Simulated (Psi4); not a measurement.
A run for Psi4: SAPT0/jun-cc-pV(D+d)Z on CH3ClO (a complex), monomers drawn apart or pushed together.

```
memory 2025 MB

molecule dimer {
0 1
Cl   -0.15233745   -0.05620710    0.44346865
H     0.14962411    0.49239252    1.58775990
--
0 1
C    -0.31054850    0.12031030    4.73347598
O     0.30776692    0.96452800    4.13722042
H    -0.37552852    0.12966699    5.83433233
H    -0.83566704   -0.69436634    4.20561465
units angstrom
symmetry c1
no_reorient
no_com
}

set {
  basis jun-cc-pV(D+d)Z
  scf_type df
  freeze_core true
}

energy('sapt0')
```

The log:

```
[...]
==> Input File <==

--------------------------------------------------------------------------
memory 2025 MB

molecule dimer {
0 1
Cl   -0.15233745   -0.05620710    0.44346865
H     0.14962411    0.49239252    1.58775990
--
0 1
C    -0.31054850    0.12031030    4.73347598
O     0.30776692    0.96452800    4.13722042
H    -0.37552852    0.12966699    5.83433233
H    -0.83566704   -0.69436634    4.20561465
units angstrom
symmetry c1
no_reorient
no_com
}

set {
  basis jun-cc-pV(D+d)Z
  scf_type df
  freeze_core true
}

energy('sapt0')
--------------------------------------------------------------------------


   => Loading Basis Set <=

    Name: JUN-CC-PV(D+D)Z
    Role: ORBITAL
    Keyword: BASIS
    atoms 1      entry CL         line   764 file jun-cc-pv_dpd_z.gbs
    atoms 2, 5-6 entry H          line    60 file jun-cc-pv_dpd_z.gbs
    atoms 3      entry C          line   188 file jun-cc-pv_dpd_z.gbs
    atoms 4      entry O          line   256 file jun-cc-pv_dpd_z.gbs

   => Loading Basis Set <=

    Name: JUN-CC-PV(D+D)Z
    Role: ORBITAL
    Keyword: BASIS
    atoms 1      entry CL         line   764 file jun-cc-pv_dpd_z.gbs
    atoms 2, 5-6 entry H          line    60 file jun-cc-pv_dpd_z.gbs
    atoms 3      entry C          line   188 file jun-cc-pv_dpd_z.gbs
    atoms 4      entry O          line   256 file jun-cc-pv_dpd_z.gbs


  //>>>>>>>>>>>>>>>>>>>>>>>>>>>>>>>>>>>//
  //              Dimer HF             //
  //<<<<<<<<<<<<<<<<<<<<<<<<<<<<<<<<<<<//

   => Libint2 <=

    Primary   basis highest AM E, G, H:  7, 6, 3
    Auxiliary basis highest AM E, G, H:  7, 7, 4
    Onebody   basis highest AM E, G, H:  -, -, -
    Solid Harmonics ordering:            Gaussian


   => Loading Basis Set <=

    Name: JUN-CC-PV(D+D)Z
    Role: ORBITAL
    Keyword: BASIS
    atoms 1      entry CL         line   764 file jun-cc-pv_dpd_z.gbs
    atoms 2, 5-6 entry H          line    60 file jun-cc-pv_dpd_z.gbs
    atoms 3      entry C          line   188 file jun-cc-pv_dpd_z.gbs
    atoms 4      entry O          line   256 file jun-cc-pv_dpd_z.gbs


         ---------------------------------------------------------
                                   SCF
               by Justin Turney, Rob Parrish, Andy Simmonett
                          and Daniel G. A. Smith
                              RHF Reference
                        1 Threads,   1931 MiB Core
         ---------------------------------------------------------

  ==> Geometry <==

    Molecular point group: c1
    Full point group: C1

    Geometry (in Angstrom), charge = 0, multiplicity = 1:

       Center              X                  Y                   Z               Mass
    ------------   -----------------  -----------------  -----------------  -----------------
         CL          -0.152337450000    -0.056207100000     0.443468650000    34.968852682000
         H            0.149624110000     0.492392520000     1.587759900000     1.007825032230
         C           -0.310548500000     0.120310300000     4.733475980000    12.000000000000
         O            0.307766920000     0.964528000000     4.137220420000    15.994914619570
         H           -0.375528520000     0.129666990000     5.834332330000     1.007825032230
         H           -0.835667040000    -0.694366340000     4.205614650000     1.007825032230

  Running in c1 symmetry.

  Rotational constants: A =      1.36135  B =      0.02754  C =      0.02700 [cm^-1]
  Rotational constants: A =  40812.32941  B =    825.49761  C =    809.47665 [MHz]
  Nuclear repulsion =   76.343253575221695

  Charge       = 0
  Multiplicity = 1
  Electrons    = 34
  Nalpha       = 17
  Nbeta        = 17

  ==> Algorithm <==

  SCF Algorithm Type is DF.
  DIIS enabled.
  MOM disabled.
  Fractional occupation disabled.
  Guess Type is SAD.
  Energy threshold   = 1.00e-08
  Density threshold  = 1.00e-08
  Integral threshold = 1.00e-12

  ==> Primary Basis <==

  Basis Set: JUN-CC-PV(D+D)Z
    Blend: JUN-CC-PV(D+D)Z
    Number of shells: 36
    Number of basis functions: 78
    Number of Cartesian functions: 82
    Spherical Harmonics?: true
    Max angular momentum: 2

   => Loading Basis Set <=

    Name: (JUN-CC-PV(D+D)Z AUX)
    Role: JKFIT
    Keyword: DF_BASIS_SCF
    atoms 1      entry CL         line   746 file jun-cc-pvdz-jkfit.gbs
    atoms 2, 5-6 entry H          line    70 file jun-cc-pvdz-jkfit.gbs
    atoms 3      entry C          line   146 file jun-cc-pvdz-jkfit.gbs
    atoms 4      entry O          line   258 file jun-cc-pvdz-jkfit.gbs

  ==> Integral Setup <==

  DFHelper Memory: AOs need 0.017 GiB; user supplied 1.414 GiB.
  SCF_SUBTYPE=INCORE selected. In-core MEM_DF algorithm will be used.
  Using in-core AOs.

  ==> MemDFJK: Density-Fitted J/K Matrices <==

    J tasked:                   Yes
    K tasked:                   Yes
    wK tasked:                   No
    OpenMP threads:               1
    Algorithm:                 Core
    Schwarz Cutoff:           1E-12
    Mask 
[...]


  @DF-RHF Final Energy:  -113.88271764832112

   => Energetics <=

    Nuclear Repulsion Energy =             31.3321674092980693
    One-Electron Energy =                -217.3131392183409503
    Two-Electron Energy =                  72.0982541607217513
    Total Energy =                       -113.8827176483211190

Computation Completed


Properties will be evaluated at   0.000000,   0.000000,   0.000000 [a0]

Properties computed using the SCF density matrix


 Multipole Moments:

 ------------------------------------------------------------------------------------
     Multipole            Electronic (a.u.)      Nuclear  (a.u.)        Total (a.u.)
 ------------------------------------------------------------------------------------

 L = 1.  Multiply by 2.5417464519 to convert [e a0] to [Debye]
 Dipole X            :          0.5652082           -1.1571761           -0.5919679
 Dipole Y            :        -15.6869600           14.8785441           -0.8084159
 Dipole Z            :       -134.6192506          135.1882976            0.5690469
 Magnitude           :                                                    1.1522919

 ------------------------------------------------------------------------------------

  Constructing Basis Sets for SAPT...

   => Loading Basis Set <=

    Name: (JUN-CC-PV(D+D)Z AUX)
    Role: RIFIT
    Keyword: DF_BASIS_SAPT
    atoms 1      entry CL         line   544 file jun-cc-pvdz-ri.gbs
    atoms 2, 5-6 entry H          line    30 file jun-cc-pvdz-ri.gbs
    atoms 3      entry C          line   100 file jun-cc-pvdz-ri.gbs
    atoms 4      entry O          line   188 file jun-cc-pvdz-ri.gbs

   => Loading Basis Set <=

    Name: (JUN-CC-PV(D+D)Z AUX)
    Role: JKFIT
    Keyword: DF_BASIS_ELST
    atoms 1      entry CL         line   746 file jun-cc-pvdz-jkfit.gbs
    atoms 2, 5-6 entry H          line    70 file jun-cc-pvdz-jkfit.gbs
    atoms 3      entry C          line   146 file jun-cc-pvdz-jkfit.gbs
    atoms 4      entry O          line   258 file jun-cc-pvdz-jkfit.gbs


  //>>>>>>>>>>>>>>>>>>>>>>>>>>>>>>>>>>>//
  //               SAPT0               //
  //<<<<<<<<<<<<<<<<<<<<<<<<<<<<<<<<<<<//



        SAPT0
    Ed Hohenstein
     6 June 2009

      Orbital Information
  --------------------------
    NSO        =        78
    NMO        =        78
    NRI        =       257
    NRI (Elst) =       348
    NOCC A     =         9
    NOCC B     =         8
    FOCC A     =         5
    FOCC B     =         2
    NVIR A     =        69
    NVIR B     =        70

    Elst10,r            =    -0.005167233803 [Eh]
    Exch10              =     0.001375103514 [Eh]
    Exch10 (S^2)        =     0.001373540276 [Eh]

    Maxiter = 50
    CPHF R converge = 1.000000E-08

    Iter     Energy [mEh]          dE [mEh]         Residual      Time [s]
       1      -0.27003406       0.270034061     3.283153e-03             0
       2      -0.29828108       0.028247019     1.382880e-03             0
       3      -0.31564080       0.017359723     1.891691e-04             0
       4      -0.31374810      -0.001892704     3.691005e-05             0
       5      -0.31375317       0.000005069     9.396794e-06             0
       6      -0.31379563       0.000042466     1.831653e-06             0
       7      -0.31378631      -0.000009326     4.168788e-07             0
       8      -0.31378755       0.000001246     1.083641e-07             1
       9      -0.31378752      -0.000000035     2.536620e-08             1
      10      -0.31378747      -0.000000052     3.751905e-09             1

    CHF Iterations converged

    Maxiter = 50
    CPHF R converge = 1.000000E-08

    Iter     Energy [mEh]          dE [mEh]         Residual      Time [s]
       1      -0.37454221       0.374542212     5.037967e-03             0
       2      -0.42889458       0.054352366     2.627765e-03             0
       3      -0.48604303       0.057148450     5.848913e-04             0
       4      -0.48326958      -0.002773446     2.302157e-04             0
       5      -0.48232315      -0.000946429     6.111758e-05             0
       6      -0.48275292       0.000429770     1.828002e-05             0
       7      -0.48278863       0.000035704     3.969871e-06             0
       8      -0.48276148      -0.000027143     5.810252e-07             0
       9      -0.48276457       0.000003089     8.548111e-08             0
      10      -0.48276431      -0.000000265     1.173121e-08             0
      11      -0.48276433       0.000000024     2.137083e-09             0

    CHF Iterations converged

    Ind20,r (A<-B)      =    -0.000313787468 [Eh]
    Ind20,r (B<-A)      =    -0.000482764331 [Eh]
    Ind20,r             =    -0.000796551799 [Eh]
    Exch-Ind20,r (A<-B) =     0.000110451945 [Eh]
    Exch-Ind20,r (B<-A) =     0.000156071965 [Eh]
    Exch-Ind20,r        =     0.000266523910 [Eh]
    Disp20              =    -0.001009254870 [Eh]
    Disp20 (SS)         =    -0.000504627435 [Eh]
    Disp20 (OS)         =    -0.000504627435 [Eh]
    Exch-Disp20         =     0.000079889724 [Eh]
    Exch-Disp20 (SS)    =     0.000040374794 [Eh]
    Exch-Disp20 (OS)    =     0.000039514931 [Eh]

    SAPT Results
  --------------------------------------------------------------------------------------------------------
    Electrostatics                 -5.16723380 [mEh]      -3.24248816 [kcal/mol]     -13.56657048 [kJ/mol]
      Elst10,r                     -5.16723380 [mEh]      -3.24248816 [kcal/mol]     -13.56657048 [kJ/mol]

    Exchange                        1.37510351 [mEh]       0.86289048 [kcal/mol]       3.61033378 [kJ/mol]
      Exch10                        1.37510351 [mEh]       0.86289048 [kcal/mol]       3.61033378 [kJ/mol]
      Exch10(S^2)                   1.37354028 [mEh]       0.86190954 [kcal/mol]       3.60622950 [kJ/mol]

    Induction                      -0.78080688 [mEh]      -0.48996371 [kcal/mol]      -2.05000818 [kJ/mol]
      Ind20,r                      -0.79655180 [mEh]      -0.49984380 [kcal/mol]      -2.09134646 [kJ/mol]
      Exch-Ind20,r                  0.26652391 [mEh]       0.16724628 [kcal/mol]       0.69975843 [kJ/mol]
      delta HF,r (2)               -0.25077899 [mEh]      -0.15736619 [kcal/mol]      -0.65842014 [kJ/mol]

    Dispersion                     -0.92936515 [mEh]      -0.58318543 [kcal/mol]      -2.44004785 [kJ/mol]
      Disp20                       -1.00925487 [mEh]      -0.63331699 [kcal/mol]      -2.64979830 [kJ/mol]
      Exch-Disp20                   0.07988972 [mEh]       0.05013156 [kcal/mol]       0.20975044 [kJ/mol]
      Disp20 (SS)                  -0.50462744 [mEh]      -0.31665850 [kcal/mol]      -1.32489915 [kJ/mol]
      Disp20 (OS)                  -0.50462744 [mEh]      -0.31665850 [kcal/mol]      -1.32489915 [kJ/mol]
      Exch-Disp20 (SS)              0.04037479 [mEh]       0.02533557 [kcal/mol]       0.10600401 [kJ/mol]
      Exch-Disp20 (OS)              0.03951493 [mEh]       0.02479599 [kcal/mol]       0.10374644 [kJ/mol]

  Total HF                         -4.57293717 [mEh]      -2.86956140 [kcal/mol]     -12.00624488 [kJ/mol]
  Total SAPT0                      -5.50230231 [mEh]      -3.45274683 [kcal/mol]     -14.44629273 [kJ/mol]

  Special recipe for scaled SAPT0 (see Manual):
    Electrostatics sSAPT0          -5.16723380 [mEh]      -3.24248816 [kcal/mol]     -13.56657048 [kJ/mol]
    Exchange sSAPT0                 1.37510351 [mEh]       0.86289048 [kcal/mol]       3.61033378 [kJ/mol]
    Induction sSAPT0               -0.77989584 [mEh]      -0.48939203 [kcal/mol]      -2.04761625 [kJ/mol]
    Dispersion sSAPT0              -0.92909207 [mEh]      -0.58301407 [kcal/mol]      -2.43933088 [kJ/mol]
  Total sSAPT0                     -5.50111820 [mEh]      -3.45200378 [kcal/mol]     -14.44318384 [kJ/mol]
  --------------------------------------------------------------------------------------------------------



*** Psi4 exiting successfully. Buy a developer a beer!
```

The run finished.

Cost: very roughly 6 core-seconds.
